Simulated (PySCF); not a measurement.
Compound: dibenzofuran, C₁₂H₈O.
Structure used (PBE0-D3(BJ)/def2-SVP), in Å, numbered top down from 1:
```
atom  x, y, z in Å
C1     3.2128    0.7042   -0.8707
C2     2.8481   -0.6504   -0.9099
C3     1.5105   -1.0329   -0.9466
C4     0.5310   -0.0358   -0.9437
C5     0.9259    1.3146   -0.9037
C6     2.2540    1.7154   -0.8669
O7    -0.1492    2.1493   -0.9059
C8    -1.2571    1.3593   -0.9480
C9    -2.5689    1.8118   -0.9652
C10   -3.5670    0.8403   -1.0091
C11   -3.2563   -0.5280   -1.0349
C12   -1.9347   -0.9634   -1.0173
C13   -0.9169   -0.0063   -0.9731
H14    4.2710    0.9733   -0.8426
H15    3.6285   -1.4144   -0.9115
H16    1.2320   -2.0884   -0.9773
H17    2.5226    2.7723   -0.8366
H18   -2.7963    2.8785   -0.9450
H19   -4.6139    1.1522   -1.0241
H20   -4.0661   -1.2599   -1.0696
H21   -1.6976   -2.0294   -1.0377
```

Probes without a nucleus sit at each ring's centroid and 1 Å off its mean plane on both sides; NICS is minus the shielding there, NICSzz its component along the normal. Level: GIAO PBE0/pcSseg-1 (PySCF, non-relativistic, gas phase) on the PBE0-D3(BJ)/def2-SVP geometry, one conformer.

Ring bond lengths (Å), with Mayer bond orders in brackets: C1–C2 1.403 (1.41), C2–C3 1.392 (1.47), C3–C4 1.398 (1.36), C4–C5 1.407 (1.28), C5–C6 1.388 (1.41), C6–C1 1.394 (1.45); C4–C5 1.407 (1.28), C5–O7 1.361 (0.99), O7–C8 1.361 (0.99), C8–C13 1.408 (1.28), C13–C4 1.448 (1.08); C8–C9 1.388 (1.41), C9–C10 1.394 (1.45), C10–C11 1.403 (1.41), C11–C12 1.392 (1.47), C12–C13 1.398 (1.36), C13–C8 1.408 (1.28).

Question: What do the NICS probes read (ppm)?

Answer: 
| ring | type | NICS(0) | NICS(1), two faces | NICS(1)zz, two faces | rms pucker (Å) | centre to ring atoms, mean (Å) |
| --- | --- | --- | --- | --- | --- | --- |
| C1–C2–C3–C4–C5–C6 | 6-membered carbocycle; formal bonds all aromatic | -10.2 | -11.8 / -11.8 | -29.0 / -29.0 | 0.00 | 1.40 |
| C4–C5–O7–C8–C13 | 5-membered ring with O; formal bonds all aromatic | -7.8 | -8.2 / -8.2 | -17.1 / -17.1 | 0.00 | 1.19 |
| C8–C9–C10–C11–C12–C13 | 6-membered carbocycle; formal bonds all aromatic | -10.2 | -11.8 / -11.8 | -29.0 / -29.0 | 0.00 | 1.40 |

Question: What do they say, and how far can they be read as aromaticity?

Answer: 
- C1–C2–C3–C4–C5–C6: mean NICS(1)zz -29.0 ppm, shielded, aromatic by this magnetic criterion (flat ring, no four-coordinate atom), though in fused rings the probe also feels the neighbouring ring.
- C4–C5–O7–C8–C13: mean NICS(1)zz -17.1 ppm, shielded.
- C8–C9–C10–C11–C12–C13: mean NICS(1)zz -29.0 ppm, shielded. The ring is flat and has no four-coordinate atom; by the NICS criterion it is aromatic, though in fused rings the probe also feels the neighbouring ring.

Question: How equal are the bonds by HOMA? HOMA = 1 − mean of α(R − Ropt)² over the ring bonds, with Krygowski's 1993 parameters (CC: Ropt 1.388 Å, α 257.7 Å⁻²; CO: Ropt 1.265 Å, α 157.38 Å⁻²).

Answer: 
- C1–C2–C3–C4–C5–C6: HOMA 0.97 = 1 − EN − GEO, with mean bond length 1.397 Å, EN = α(Ropt − mean)² = 0.021 and GEO = α × variance = 0.012. The geometric and the magnetic index point the same way.
- C4–C5–O7–C8–C13: HOMA 0.19; the largest term is that of O7–C8, α(R − Ropt)² = 1.46.
- C8–C9–C10–C11–C12–C13: HOMA 0.97 = 1 − EN − GEO, with mean bond length 1.397 Å, EN = α(Ropt − mean)² = 0.021 and GEO = α × variance = 0.012. The geometric and the magnetic index point the same way.

Question: What is the mean of the two in-plane components of NICS at the first NICS(1) probe listed for ring C1–C2–C3–C4–C5–C6, 1 Å off the ring?

Answer: The isotropic value is a third of the trace: (3 × -11.8 − (-29.0))/2 = -3.2 ppm.

Question: Give the inner angles of the rings and the Hirshfeld charges of the ring atoms.

Answer: 
- C1–C2–C3–C4–C5–C6: C1 121.4° (-0.047 e), C2 121.1° (-0.058 e), C3 118.5° (-0.047 e), C4 119.2° (-0.029 e), C5 123.1° (+0.068 e), C6 116.7° (-0.062 e); sum 720.0° against 720° for a flat convex ring.
- C4–C5–O7–C8–C13: C4 105.2° (-0.029 e), C5 111.5° (+0.068 e), O7 106.7° (-0.080 e), C8 111.5° (+0.068 e), C13 105.1° (-0.029 e); sum 540.0° against 540° for a flat convex ring.
- C8–C9–C10–C11–C12–C13: C8 123.0° (+0.068 e), C9 116.7° (-0.062 e), C10 121.4° (-0.047 e), C11 121.0° (-0.058 e), C12 118.5° (-0.047 e), C13 119.3° (-0.029 e); sum 720.0° against 720° for a flat convex ring.

Question: How do the values depend on the level or the medium?

Answer: 
| level | NICS(0), C1–C2–C3–C4–C5–C6 | mean NICS(1)zz, C1–C2–C3–C4–C5–C6 | NICS(0), C4–C5–O7–C8–C13 | mean NICS(1)zz, C4–C5–O7–C8–C13 | NICS(0), C8–C9–C10–C11–C12–C13 | mean NICS(1)zz, C8–C9–C10–C11–C12–C13 |
| --- | --- | --- | --- | --- | --- | --- |
| PBE0/pcSseg-1, gas | -10.2 | -29.0 | -7.8 | -17.1 | -10.2 | -29.0 |
| WP04/pcSseg-1, gas | -10.3 | -27.9 | -7.6 | -15.6 | -10.3 | -27.9 |

The geometry is the same throughout.
